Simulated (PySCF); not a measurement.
**Shapes and spin states of HfF(OH)**

Computed with PBE0/[Hf def2-TZVP with ECP60, F def2-TZVP, O def2-TZVP, H def2-TZVP], scalar-relativistic core potentials, density fitting, no spin–orbit coupling, PySCF.

Relaxations began from a few typed shapes and spin states; open shells are unrestricted. The search is not exhaustive: other isomers or separated fragments can lie lower, and high-lying points may rest on an excited occupation.

Question: Which is the lowest minimum found?
A. singlet (closed shell, unstable to spin polarisation) Cs: Hf–F 1.890 Å, Hf–O 1.888 Å, O–H 0.954 Å; F–Hf–O 131.9°, H–O–Hf 153.0°
B. broken-symmetry Ms = 0 (⟨S²⟩ 0.39) Cs: Hf–F 1.899 Å, Hf–O 1.897 Å, O–H 0.954 Å; F–Hf–O 135.4°, H–O–Hf 154.8°
C. triplet Cs: Hf–F 1.927 Å, Hf–O 1.926 Å, O–H 0.953 Å; F–Hf–O 145.6°, H–O–Hf 160.8°
D. broken-symmetry Ms = 0 (⟨S²⟩ 0.37) Cs: Hf–F 1.900 Å, Hf–O 1.897 Å, O–H 0.954 Å; F–Hf–O 137.1°, H–O–Hf 154.8°

Answer: B. The others lie at 0.6 (broken-symmetry Ms = 0 Cs), 4.4 (singlet Cs), 42.2 (triplet Cs) kJ/mol above it.

For the lowest minimum: the determinant is spin-contaminated (⟨S²⟩ = 0.39, pure value 0.00). The spin densities have lower symmetry than the nuclear frame. Spin–orbit coupling, left out here, can matter for elements this heavy.
